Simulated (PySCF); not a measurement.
Below is a simulated gas-phase Si 2p photoelectron spectrum of `FC(F)[SiH2][SiH2][SiH3]`.

Every computed line was given a Gaussian of 0.7 eV full width at half maximum and an area set by the number of equivalent atoms (split 2:1 within a doublet); the highest printed point is 100. Computed with delta-SCF UKS SCAN, pcX-2 on the ionised atom, pcseg-1 elsewhere, spin-free X2C (PySCF).

| binding energy (eV) | intensity |
| --- | --- |
| 105.3 | 0 |
| 105.4 | 0 |
| 105.5 | 1 |
| 105.6 | 3 |
| 105.7 | 6 |
| 105.8 | 12 |
| 105.9 | 21 |
| 106.0 | 34 |
| 106.1 | 50 |
| 106.2 | 67 |
| 106.3 | 82 |
| 106.4 | 93 |
| 106.5 | 99 |
| 106.6 | 100 |
| 106.7 | 96 |
| 106.8 | 90 |
| 106.9 | 82 |
| 107.0 | 73 |
| 107.1 | 64 |
| 107.2 | 54 |
| 107.3 | 44 |
| 107.4 | 34 |
| 107.5 | 25 |
| 107.6 | 17 |
| 107.7 | 11 |
| 107.8 | 6 |
| 107.9 | 3 |
| 108.0 | 2 |
| 108.1 | 1 |
| 108.2 | 0 |
| 108.3 | 0 |

Q: Count the maxima, the lines and the sites behind this envelope.

A: The curve has 1 maximum (at 106.6 eV). Under it lie 6 lines from 3 inequivalent silicon sites, each drawn as a 2p3/2, 2p1/2 pair. At this width some lines have no maximum of their own.

Q: Decompose the envelope and assign each component. Numbering: `[F:1][CH:2]([F:3])[SiH2:4][SiH2:5][SiH3:6]`.

A: 
```tsv
position (eV)	relative area	line	atoms	environment
106.31	0.67	Si 2p3/2	Si5	SiH2 silicon
106.44	0.67	Si 2p3/2	Si6	SiH3 silicon
106.71	0.67	Si 2p3/2	Si4	SiH2 silicon
106.94	0.33	Si 2p1/2	Si5	SiH2 silicon
107.06	0.33	Si 2p1/2	Si6	SiH3 silicon
107.33	0.33	Si 2p1/2	Si4	SiH2 silicon
```

Q: What are the centre and the root-mean-square width of the whole band?

A: The area-weighted mean of the lines is 106.69 eV. Their own spread about it is 0.34 eV (rms) and each Gaussian has σ = 0.7/2.355 = 0.30 eV; the variances add, which gives 0.45 eV.

Lowest listed Si 2p3/2: Si5, bonded to 2 H and 2 Si. Highest, 0.40 eV above it: Si4, bonded to C, 2 H and Si.

The curve has no shake-up lines and no vibrational structure. Spin–orbit and ligand-field terms were added within each 2p shell after the spin-free SCF. 2p1/2 minus 2p3/2 (ligand field included): Si 0.62 eV. One conformer (not necessarily the lowest) at the PBE0-D3(BJ)/def2-SVP geometry, without solvent, vibrations or thermal averaging.

The values belong to the conformer `[F:1][CH:2]([F:3])[SiH2:4][SiH2:5][SiH3:6]`: F1–C2–Si4–Si5 -65°, C2–Si4–Si5–Si6 39°.
